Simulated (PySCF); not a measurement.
Task: Give a PBE0-D3(BJ)/def2-SVP geometry of `C[Se]/C(C)=C/F`.

Result: 
```xyz
13
C4H7FSe angstrom
C      2.2759    0.2977    0.1970
Se     0.8888   -0.9643    0.6731
C     -0.5923   -0.2089   -0.2490
C     -1.8716   -0.9633   -0.0660
C     -0.5031    0.8936   -0.9982
F     -1.5704    1.3986   -1.6301
H      2.4549    0.2962   -0.8871
H      3.1854   -0.0386    0.7123
H      2.0193    1.3084    0.5435
H     -2.6893   -0.4629   -0.6010
H     -1.7820   -1.9921   -0.4510
H     -2.1415   -1.0329    0.9999
H      0.3979    1.4829   -1.1745
```

Orientation and origin are arbitrary. Atoms count from 1 in this order. The 6 heavy atoms lie in one plane (0.006 Å rms). The 2 C–Se bonds span 1.901 Å (Se2–C3, drawn single) to 1.935 Å (C1–Se2, drawn single), a spread of 0.034 Å. Se2 (selenium bonded to 2 C) is bent (angle 100.4°). Of the pairs four or more bonds apart, C1···H13 is among the closest relative to their van der Waals radii: 2.61 Å, 90 % of the sum of Bondi's values.

Bonds between heavy atoms (Å): C1–Se2 1.935, Se2–C3 1.901, C3–C4 1.496, C3=C5 1.336, C5–F6 1.339.

The calculation used PySCF, PBE0-D3(BJ)/def2-SVP geometry optimisation, gas phase.

Point group: near Cs, missed by 0.08 Å at most; the miss may be what the optimiser left on a soft mode. No PBE0-D3(BJ)/def2-SVP frequencies stand behind this structure, so it isn't proved a minimum. One conformer, not necessarily the lowest (C1–Se2–C3–C4 -179°).
